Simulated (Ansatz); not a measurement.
Al₅N₄H₁₆⁻, a cluster cut from zinc blende AlN (hydrogen-capped): single points at one geometry.

```yaml
crystal:
  periodic: [false, false, false]
  atoms:
    - {symbol: Al, position_ang: [0.094200, -2.454886, 0.053567]}
    - {symbol: Al, position_ang: [0.592736, -0.201988, -2.138960]}
    - {symbol: Al, position_ang: [-1.930760, 0.127860, -0.123288]}
    - {symbol: Al, position_ang: [0.134905, -0.059021, 2.431545]}
    - {symbol: Al, position_ang: [0.543720, 2.199315, 0.191871]}
    - {symbol: N, position_ang: [-0.734336, -1.095346, -1.051929]}
    - {symbol: N, position_ang: [1.134238, -1.319041, 1.287882]}
    - {symbol: N, position_ang: [0.315906, 1.707850, -1.710991]}
    - {symbol: N, position_ang: [-0.725448, 1.051147, 1.095591]}
    - {symbol: H, position_ang: [1.121277, -3.356648, -0.828203]}
    - {symbol: H, position_ang: [-0.971509, -3.298550, 0.930329]}
    - {symbol: H, position_ang: [2.095434, -0.514669, -1.613552]}
    - {symbol: H, position_ang: [0.293675, -0.422489, -3.719785]}
    - {symbol: H, position_ang: [-3.118213, -0.644719, 0.656865]}
    - {symbol: H, position_ang: [-2.480302, 1.222571, -1.221327]}
    - {symbol: H, position_ang: [-0.922491, -0.922189, 3.300714]}
    - {symbol: H, position_ang: [1.193102, 0.807509, 3.310546]}
    - {symbol: H, position_ang: [0.124129, 3.759331, 0.368919]}
    - {symbol: H, position_ang: [2.076796, 1.797719, 0.528883]}
    - {symbol: H, position_ang: [-1.341681, -1.602659, -1.718556]}
    - {symbol: H, position_ang: [1.699481, -1.929501, 1.897273]}
    - {symbol: H, position_ang: [1.831309, -0.793511, 0.728961]}
    - {symbol: H, position_ang: [-0.643103, 1.970623, -1.999915]}
    - {symbol: H, position_ang: [0.956835, 2.278229, -2.282733]}
    - {symbol: H, position_ang: [-1.339901, 1.693076, 1.626313]}
basis:
  gaussian: {orbitals: def2-TZVP, initial_orbitals: start.molden}
total_charge: -1
hamiltonian: {xc: pbe}
correlation: {method: rpa}
scf: {omitted_lower_state_checks: [starts]}
```

The file start.molden holds the orbitals of an earlier run on this structure, at another level or in another basis.

```sh
$ ansatz run in.yaml --threads 2 --pin off --events-out ev --progress --plain --max-ram 32768MiB --backend cuda --devices 0, --max-vram 18GiB
```

Output, abridged:

```
Functional definition: PBE
  name "PBE"
  cite "Perdew, Burke & Ernzerhof, Phys. Rev. Lett. 77, 3865 (1996) doi:10.1103/PhysRevLett.77.3865"
  parent pbe
  parameter kappa = 0.804
  parameter beta = 0.06672455060314922
  exchange = pbe_x(kappa = kappa, mu = beta*pi^2/3)
  correlation = pbe_c(beta = beta)
these checks for a lower state are left out or cut short: starts
2706 factors; integrals over basis functions are off by at most 1.2e-3 eV
mean field evaluation 1: about -39193.0416 eV, gradient 1.7e1 eV
mean field evaluation 2: about -39193.2815 eV, gradient 2.8e-1 eV
mean field evaluation 4: about -39193.2621 eV, gradient 7.4e-4 eV
mean field evaluation 8: about -39193.2621 eV, gradient 1.6e-6 eV
mean field -39193.26213531 eV, -1440.3258173256 hartree, gradient 1.6e-6 eV, S^2 0.000000; 0 other end points of the search recorded, 0 dependent functions left out
29 core orbitals not correlated: weight in the atoms' cores, before any rotation towards them, 1.000 or more for the frozen orbitals, at most 0.000 for the correlated occupied ones
reference -39105.77416746 eV, -1437.1106938083 hartree; 26, 26 occupied and 350, 350 virtual orbitals, 2706 factors
Total energy: -39167.07691885 eV, -1439.3635283696 hartree
Checks for a lower state left out: starts
```

Hardware: 2 threads of AMD EPYC 7R13 on a shared host and a share (18 GiB) of an NVIDIA H100 80GB HBM3. Wall time 11 s, peak host memory 2.1 GiB.

The first input with `gaussian: {orbitals: def2-TZVP, fitting: {mean_field: def2-universal-jkfit}, initial_orbitals: start.molden}`, `hamiltonian: {xc: pbe0, dispersion: d4}`, `output: {forces: true, orbitals: {seedname: orbitals}}` and without the key `correlation` (abridged; 11 s):

```
Functional definition: PBE0
mean field -39197.43083592 eV, -1440.4790142471 hartree, gradient 1.8e-5 eV, S^2 0.000000
Total energy: -39198.35352329 eV, -1440.5129223826 hartree
Atom 0 force     0.014461     0.275085    -0.014682 eV/Å
Atom 1 force    -0.202046     0.091790     0.174252 eV/Å
Atom 2 force     0.281800    -0.025011     0.019255 eV/Å
Atom 3 force     0.008405     0.012527    -0.267326 eV/Å
Atom 4 force    -0.195011    -0.186847    -0.085216 eV/Å
Atom 5 force    -0.127940    -0.130054    -0.176110 eV/Å
Atom 6 force     0.436642    -0.027032     0.007636 eV/Å
Atom 7 force    -0.142321     0.264812    -0.275404 eV/Å
Atom 8 force    -0.137810     0.172571     0.134776 eV/Å
Atom 9 force    -0.106348     0.091943     0.088534 eV/Å
Atom 10 force     0.112759     0.092457    -0.094404 eV/Å
Atom 11 force    -0.168032     0.028427    -0.050428 eV/Å
Atom 12 force     0.029088     0.017151     0.155411 eV/Å
Atom 13 force     0.124610     0.081959    -0.082608 eV/Å
Atom 14 force     0.051815    -0.113363     0.114488 eV/Å
Atom 15 force     0.109519     0.092859    -0.095165 eV/Å
Atom 16 force    -0.114206    -0.086433    -0.087788 eV/Å
Atom 17 force     0.046495    -0.155779    -0.011284 eV/Å
Atom 18 force    -0.168259     0.031050    -0.034100 eV/Å
Atom 19 force     0.351337     0.290938     0.371617 eV/Å
Atom 20 force    -0.354416     0.346625    -0.341584 eV/Å
Atom 21 force    -0.434678    -0.297354     0.321143 eV/Å
Atom 22 force     0.594390    -0.167604     0.185336 eV/Å
Atom 23 force    -0.363689    -0.346730     0.347294 eV/Å
Atom 24 force     0.353435    -0.353989    -0.303641 eV/Å
Dipole moment:     0.192958     0.341733    -0.385131 e Å
Checks for a lower state left out: starts
```

The first input with `gaussian: {orbitals: def2-SVP, initial_orbitals: start.molden}`, `hamiltonian: {xc: {text: "exchange = 0.85*pbe_x + 0.15*exact_x\ncorrelation = pbe_c"}}`, `output: {orbitals: {seedname: orbitals}}` and without the key `correlation` (abridged; 8 s):

```
Functional definition: unnamed
mean field -39177.18096941 eV, -1439.7348453788 hartree, gradient 9.7e-6 eV, S^2 0.000000
Total energy: -39177.18102688 eV, -1439.7348474909 hartree
Checks for a lower state left out: starts
```

The first input with `gaussian: {orbitals: def2-TZVP, fitting: {mean_field: def2-universal-jkfit}, initial_orbitals: start.molden}`, `hamiltonian: {xc: {name: BLYP}, dispersion: d4}`, `output: {forces: true, orbitals: {seedname: orbitals}}` and without the key `correlation` (abridged; 11 s):

```
Functional definition: BLYP
mean field -39217.46353918 eV, -1441.2152025133 hartree, gradient 1.1e-5 eV, S^2 0.000000
Total energy: -39219.63614525 eV, -1441.2950443138 hartree
Atom 0 force    -0.010769    -0.108730    -0.020433 eV/Å
Atom 1 force     0.051645    -0.018410    -0.078167 eV/Å
Atom 2 force    -0.116132     0.003650    -0.008749 eV/Å
Atom 3 force    -0.003322     0.021103     0.110881 eV/Å
Atom 4 force     0.045574     0.080895     0.025922 eV/Å
Atom 5 force    -0.040540    -0.045526    -0.054796 eV/Å
Atom 6 force     0.219886     0.013262    -0.023398 eV/Å
Atom 7 force    -0.081614     0.119681    -0.125186 eV/Å
Atom 8 force    -0.047488     0.054173     0.045961 eV/Å
Atom 9 force    -0.110729     0.084282     0.091967 eV/Å
Atom 10 force     0.120124     0.092820    -0.096457 eV/Å
Atom 11 force    -0.188764     0.041457    -0.061576 eV/Å
Atom 12 force     0.027965     0.012375     0.145046 eV/Å
Atom 13 force     0.125698     0.087031    -0.087755 eV/Å
Atom 14 force     0.051180    -0.113975     0.113958 eV/Å
Atom 15 force     0.116643     0.094762    -0.095564 eV/Å
Atom 16 force    -0.118007    -0.089793    -0.080890 eV/Å
Atom 17 force     0.044318    -0.145574    -0.006944 eV/Å
Atom 18 force    -0.189071     0.043848    -0.046739 eV/Å
Atom 19 force     0.151924     0.121695     0.156637 eV/Å
Atom 20 force    -0.145671     0.133725    -0.129008 eV/Å
Atom 21 force    -0.181065    -0.134178     0.143758 eV/Å
Atom 22 force     0.264002    -0.064017     0.072057 eV/Å
Atom 23 force    -0.139177    -0.136699     0.136478 eV/Å
Atom 24 force     0.153388    -0.147856    -0.127002 eV/Å
Dipole moment:     0.190353     0.332838    -0.376082 e Å
Checks for a lower state left out: starts
```

First input, but with `gaussian: {orbitals: def2-TZVP, fitting: {mean_field: def2-universal-jkfit}, initial_orbitals: start.molden}`, `hamiltonian: {xc: r2scan, dispersion: d4}`, `output: {orbitals: {seedname: orbitals}}` and without the key `correlation` (abridged; 12 s):

```
Functional definition: r2SCAN
mean field -39213.69147380 eV, -1441.0765816673 hartree, gradient 7.0e-6 eV, S^2 0.000000
Total energy: -39213.97780723 eV, -1441.0871042268 hartree
Checks for a lower state left out: starts
```

Geometry: PBE-D4/def2-SVP.

Correlated methods freeze 29 core orbitals. Single mean-field runs in def2-TZVP are fitted with def2-universal-jkfit.
